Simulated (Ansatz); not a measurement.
# Energy profile

The step: Ge₄H₉F ([F][Ge]([GeH3])([GeH3])[GeH3]) + HCl → Ge₄H₈ClF ([F][GeH2][Ge]([Cl])([GeH3])[GeH3]) + H₂; bonds formed: Ge1–Cl7, Ge2–F5, H6–H10; bonds broken: Ge1–F5, Ge2–H10, H6–Cl7 (atoms numbered as in the saddle structure below).

```
16
angstrom
Ge -0.2070 -0.2724 -0.0570
Ge -0.5039 2.0600 0.1368
Ge 0.2178 -1.1747 -2.2628
Ge -0.3810 -1.6023 1.9582
F -2.0574 0.2907 -0.2641
H 1.6201 1.8702 0.4203
Cl 2.2680 0.1795 0.3413
H -1.1025 2.7071 1.3946
H -0.7490 2.9560 -1.0870
H 1.2272 2.6542 0.4437
H 1.2895 -2.2662 -2.1595
H -1.0872 -1.7585 -2.8249
H 0.7137 -0.0363 -3.1643
H 0.7005 -2.6888 1.9353
H -1.7769 -2.2388 2.0219
H -0.1720 -0.6796 3.1675
```

Electronic energies by CCSD(T) at an estimated basis limit (MP2 extrapolated from triple and quadruple zeta, plus CCSD(T) − MP2 in triple zeta), on PBE0-D4/def2-TZVP structures; Ge₄H₁₀ClF, singlet; no counterpoise correction. Program: Ansatz 0.2.0. Basis: def2-TZVPP and def2-QZVPP. Cores are frozen in the correlated methods. Filled d shells of the heavier atoms are correlated. The def2 sets are not built for correlating such inner shells, so the correlated values are less sure here. Extrapolation: Hartree–Fock as exp(−7.88 √X), correlation as X^−2.97.

Q: Give the profile in eV, counted from the separated reactants. (To be estimated.)

A: Computed:
```
                                                                                                                                                                point      eV
     separated: Ge₄H₉F (linked as [F][Ge]([GeH3])([GeH3])[GeH3]; Ge1, Ge2, Ge3, Ge4, F5, H8, H9, H10, H11, H12, H13, H14, H15, H16; singlet) + HCl (H6, Cl7; singlet)   0.000
                                                                                                                                                      start structure  -0.112
                                                                                                                                                               saddle   1.289
                                                                                                                                                        end structure  -0.654
separated: Ge₄H₈ClF (linked as [F][GeH2][Ge]([Cl])([GeH3])[GeH3]; Ge1, Ge2, Ge3, Ge4, F5, Cl7, H8, H9, H11, H12, H13, H14, H15, H16; singlet) + H₂ (H6, H10; singlet)  -0.619
```

The T1 diagnostic stays at or below 0.013.

For scale, one of the runs: CCSD(T)/def2-TZVPP, 405 basis functions, launched by `ansatz run in.yaml --threads 4 --pin off --events-out ev --progress --plain --max-ram 41984MiB --backend cuda --devices 0, --max-vram 37GiB`. Hardware: 4 CPU threads of an AMD EPYC 7R13 and a share of one NVIDIA H100, shared host. Wall time 60 s; peak host memory 1.7 GiB.
